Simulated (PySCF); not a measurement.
C4H6ClF, SMILES F/C=C/CCCl. Geometry optimised at r2SCAN-D4/def2-SVP. The structure was generated by enumeration; whether it is a known compound was not checked. Other conformers were not sampled.

Computed with r2SCAN-D4/def2-SVP (PySCF 2.14.0).

Harmonic wavenumbers (cm⁻¹): 115, 133, 199, 261, 314, 427, 597, 656, 808, 902, 905, 945, 987, 1091, 1163, 1184, 1231, 1274, 1313, 1345, 1383, 1428, 1457, 1753, 3008, 3054, 3083, 3157, 3170, 3205. Rotational constants (GHz): 4.798, 1.472, 1.197; symmetry number 1.

Work out the zero-point energy and the ideal-gas rigid-rotor harmonic-oscillator thermochemistry at 298.15 K and 1 atm.

ZPE = ½ Σ hcν = ½ × 40551 cm⁻¹ = 57.97 kcal/mol. H − E(el) = 62.72 kcal/mol. Entropy in cal/(mol K): translation 39.96, rotation 28.03, vibration 13.93, total 81.93. G − E(el) = 38.29 kcal/mol. Cp = 24.54 cal/(mol K). Modes under 150 cm⁻¹ make the vibrational entropy uncertain.
